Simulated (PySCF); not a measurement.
Run record: EPR job, `O=C[C](C(F)=C(F)F)C(F)F` [radical].

Computed with UKS B3LYP, pcH-1 on C F H O, non-relativistic, mean-field spin-orbit, GIAO (PySCF 2.14.0). Geometry: GFN2-xTB. The command runs a driver script over a list of jobs; the input below is this job's line of settings and its coordinates in Å.

Command:
```bash
OMP_NUM_THREADS=1 python probes_run.py task.json out
```

Input:
```
{"job": {"kind": "epr", "basis": "pcH-1"}, "charge": 0, "multiplicity": 2}
O     -1.917216     2.109757    -0.164511
C     -0.768685     1.805362     0.063863
C     -0.273223     0.439690    -0.004358
C      1.062729     0.138830     0.265331
F      1.876175     1.156026     0.593215
C      1.692109    -1.086140     0.244000
F      2.968130    -1.219647     0.521182
F      1.141173    -2.233094    -0.041117
C     -1.264335    -0.627233    -0.378725
F     -0.881884    -1.281408    -1.503745
F     -1.365608    -1.567609     0.593519
H     -0.013716     2.555825     0.342315
H     -2.260037    -0.189873    -0.548698
```

Task: What does the run print?

Result: 
```
UKS, coarse grid
  cycle   1  E = -765.74462767  |g| = 9.88e-01
  cycle   2  E = -762.02348943  |g| = 2.63e+00
  cycle   3  E = -765.89171067  |g| = 6.80e-01
  cycle   4  E = -766.10831019  |g| = 9.56e-02
  cycle   5  E = -766.11306167  |g| = 5.34e-02
  cycle   6  E = -766.11428888  |g| = 3.31e-02
  cycle   7  E = -766.11485662  |g| = 1.31e-02
  cycle   8  E = -766.11502002  |g| = 7.70e-03
  cycle   9  E = -766.11506138  |g| = 3.45e-03
  cycle  10  E = -766.11506847  |g| = 1.52e-03
  cycle  11  E = -766.11507068  |g| = 7.27e-04
UKS, final grid
  cycle   1  E = -766.11512387  |g| = 1.17e-03
  cycle   2  E = -766.11512260  |g| = 2.29e-03
  cycle   3  E = -766.11512436  |g| = 2.84e-04
  cycle   4  E = -766.11512440  |g| = 8.62e-05
  cycle   5  E = -766.11512441  |g| = 5.87e-05
  cycle   6  E = -766.11512441  |g| = 1.55e-05
E = -766.11512441 Eh   <S^2> = 0.7740 (exact 0.7500)
g shifts (ppm)      1          2          3
  rmc          -241       -241       -241
  gc             -9         42         55
  oz_so         -87       2844       4894
  total        -337       2644       4708
hyperfine (MHz)  atom isotope    a_iso     a_fc   dipolar eigenvalues
    0   17O     -13.90     -13.90    -63.37     31.59     31.78
    1   13C     -25.44     -25.44     -9.22      2.52      6.71
    2   13C      44.41      44.41    -41.52    -40.31     81.83
    3   13C     -46.72     -46.72    -19.02      7.47     11.55
    4   19F     -21.06     -21.06    -45.38     15.14     30.24
    5   13C      50.77      50.77    -48.02    -47.09     95.10
    6   19F      84.30      84.30   -154.56   -132.12    286.68
    7   19F      80.75      80.75   -147.75   -122.63    270.38
    8   13C     -15.77     -15.77     -0.96      0.35      0.62
    9   19F      40.22      40.22    -29.70    -27.38     57.09
   10   19F      39.66      39.66    -29.51    -27.21     56.71
   11    1H      -0.84      -0.84     -3.28     -1.60      4.88
   12    1H      -0.09      -0.09     -3.07     -2.02      5.09
```

rmc, gc and oz_so are the mass-correction, gauge-correction and orbital-Zeeman/spin–orbit parts of the g shift along its three principal axes; a_iso is the isotropic hyperfine coupling and a_fc its Fermi-contact part. Atoms in this output count from 0.

Task: How far is ⟨S²⟩ from the pure-spin value?

Result: S = 0.5 gives S(S+1) = 0.75; the run has 0.7740, 0.0240 more.

In short: ⟨S²⟩ 0.774; g_iso 2.0047.

One conformer (not necessarily the lowest) at the GFN2-xTB geometry, without solvent, vibrations or thermal averaging.

Task: Estimate the wall time. Hardware: Arm Neoverse V2, one thread (shared host). And the peak memory of the process?

Result: About 97 s (density and orbital grids were written too), with 1.1 GiB resident at the peak, the Python interpreter and its libraries included.
Labels such as C1 count atoms from 1, the log's own numbers from 0.
